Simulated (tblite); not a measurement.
Isomers of C8H11P. Method: GFN2-xTB as coded in tblite; computed harmonic values from a numerical Hessian at the method's own geometry, unscaled. Errors from tens to a few hundred cm⁻¹ against measured bands are possible. One conformer each.

Electronic energies: GFN2-xTB at the same geometries; isomer energies are rough at this level and their order can be wrong.

| SMILES | electronic energy, lowest = 0 (kcal/mol) |
| --- | --- |
| Cc1ccpc(C)c1C | 0.0 |
| CCc1cpccc1C | 1.5 |
| CC=C=PC1=CCCC1 | 42.2 |
| CCc1ccpc(C)c1 | 1.3 |

Question: How do GFN2-xTB zero-point energies change the relative energies?

Answer: 
```csv
SMILES,ZPE (kcal/mol),of it from modes above 1550 cm⁻¹,electronic (kcal/mol),"with ZPE, lowest = 0 (kcal/mol)",lowest mode (cm⁻¹),rings
Cc1ccpc(C)c1C,103.2,49.7,0.0,0.0,12,1
CCc1ccpc(C)c1,103.3,49.7,1.3,1.5,40,1
CCc1cpccc1C,103.7,49.7,1.5,2.1,84,1
CC=C=PC1=CCCC1,102.6,52.2,42.2,41.7,38,1
```

The zero-point energies span 1.1 kcal/mol, from `CC=C=PC1=CCCC1` to `CCc1cpccc1C`. The order is unchanged.

Question: What do entropy and thermal enthalpy add at 298.15 K and 1 bar (rigid rotor, harmonic oscillator, one conformer each)?

Answer: 
| SMILES | point group | symmetry number | S (cal/(mol K)) | H − H(0) (kcal/mol) | ZPE + H − H(0) − TS (kcal/mol) |
| --- | --- | --- | --- | --- | --- |
| CCc1ccpc(C)c1 | C1 | 1 | 98.8 | 6.81 | 80.7 |
| CCc1cpccc1C | C1 | 1 | 94.8 | 6.56 | 82.0 |
| CC=C=PC1=CCCC1 | C1 | 1 | 102.1 | 7.11 | 79.3 |

Not tabulated: `Cc1ccpc(C)c1C` (lowest mode only 12 cm⁻¹).
